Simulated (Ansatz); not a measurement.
Cost and result for the atomization energy of C₃H₈BN, SMILES `NCC1BC1` (13 atoms, 13 bonds).

```xyz
13

N     0.4126    0.7390   -1.6691
C    -0.4755    0.7777   -0.5180
C    -0.4315   -0.5213    0.2511
B    -0.3332   -0.4973    1.7749
C     0.8810   -0.9013    0.9555
H     0.3513    1.5976   -2.2024
H     0.1552   -0.0213   -2.2868
H    -1.5262    0.9910   -0.7662
H    -0.1406    1.6027    0.1228
H    -0.9634   -1.3408   -0.2310
H    -0.8378   -0.2663    2.8222
H     1.1907   -1.9424    0.9186
H     1.7173   -0.2172    0.8283
```

The species carries charge 0 and has multiplicity 1. The structure was optimised at the PBE0-D4/def2-TZVP level. It is one conformer, not always the lowest. Program: Ansatz. All runs use 4 threads of an Arm Neoverse V1 on a shared host. Times are those of one run each, without the atoms' runs, and a repeat can differ threefold. Electronic energies, without spin–orbit coupling; frozen cores. CCSD(T)/CBS adds CCSD(T) − MP2 in def2-TZVPP to the MP2 limit, and its time is that of the two runs behind it. T1 = 0.010. B3LYP takes the VWN-RPA correlation (the form of Gaussian; ORCA's B3LYP/G).

CCSD(T)/CBS is a level of theory with its own doubt, some kJ/mol a heavy atom from the limit and from the frozen cores, so smaller differences don't rank the functionals.

```
                             level  functions  wall time  atomization (kJ/mol)  difference from CCSD(T)/CBS  per bond
   PBE-D4/def2-TZVPP (with forces)        267      2.7 s                5102.5                        147.9      11.4
                PBE0-D4/def2-TZVPP        267      2.9 s                5025.3                         70.7       5.4
 B3LYP-D4/def2-TZVPP (with forces)        267      4.5 s                4990.2                         35.6       2.7
r2SCAN-D4/def2-TZVPP (with forces)        267      5.5 s                4991.1                         36.5       2.8
                 B2PLYP/def2-TZVPP        267        6 s                4930.4                        -24.2      -1.9
                ωB97X-V/def2-TZVPP        267      7.5 s                4991.7                         37.1       2.9
  ωB97M-V/def2-TZVPP (with forces)        267       13 s                5000.0                         45.4       3.5
                    MP2/def2-QZVPP        525       28 s                4978.0                         23.4       1.8
                CCSD(T)/def2-TZVPP        267      3 min                4832.4                       -122.2      -9.4
                 CCSD(T)/CBS(def2)          –    3.4 min                4954.6                          0.0       0.0
```

In def2-TZVPP, CCSD(T) changes the Hartree–Fock value by +1193.3 kJ/mol (the triples alone add +67.5 kJ/mol) and MP2 by +1266.8 kJ/mol; breaking electron pairs costs correlation energy, which Hartree–Fock lacks. From PBE to PBE0 (25 % exact exchange), in def2-TZVPP and without D4, the atomization energy moves by −73.6 kJ/mol: exact exchange takes away binding that semilocal exchange gives to molecules. The D4 term adds +35.4 kJ/mol with B3LYP and +18.6 kJ/mol with PBE0; it sums over pairs of atoms, weighted by their polarisabilities, and B3LYP, whose exchange is more repulsive, gets the larger term.
